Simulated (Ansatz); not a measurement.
System: C₅H₁₁O, charge 0, multiplicity 2. It need not be the lowest isomer of its formula. 
Coordinates optimised at B3LYP-D3(BJ)/def2-TZVP (Ansatz, a first-principles code):
```
C
H 1 1.0944
H 1 1.0946 2 106.13
C 1 1.5261 2 109.71 3 118.34
H 4 1.0950 1 109.17 2 64.22
H 4 1.0952 5 106.05 1 -117.55
C 4 1.5260 5 109.58 6 -118.19
H 7 1.0916 4 111.50 5 58.12
H 7 1.0925 8 107.76 4 122.11
H 7 1.0927 8 107.76 9 115.77
C 1 1.5427 2 108.90 3 -117.45
H 11 1.0937 1 109.13 2 -62.58
H 11 1.0997 12 105.98 1 116.68
C 11 1.4859 12 108.62 13 117.69
O 14 1.3731 11 119.30 12 -169.12
H 15 0.9649 14 109.33 11 27.33
H 14 1.0821 15 111.46 16 177.16
```
Charge 0, spin multiplicity 2.

Wanted: atomisation energy (electronic, to ground-state atoms), in kcal/mol. Correlated levels leave the core frozen unless marked. UHF or UKS for open shells. Spin-orbit coupling is left out. Non-relativistic unless marked X2C. The coupled-cluster limit lacks core correlation, which all-electron functionals hold. Basis-set limits of correlation are two-point, X^-3; Hartree-Fock from the larger set. The bracket is a focal-point correction in the basis named.

| level | program | atomisation energy (kcal/mol) |
|---|---|---|
| HF/cc-pVDZ | Ansatz | 1169.5 |
| HF/cc-pVQZ | Ansatz | 1189.5 |
| BLYP/def2-TZVPD | Ansatz | 1569.3 |
| revPBE-D3(BJ)/def2-TZVPD | Ansatz + dftd3 | 1584.2 |

Task: Estimate the value at RI-MP2/CBS(cc-pVTZ,cc-pVQZ)+[CCSD(T)-MP2]/cc-pVTZ as computed with Ansatz.

Result: 1590.7 kcal/mol, so revPBE-D3(BJ)/def2-TZVPD differs from it by -6.5 kcal/mol.
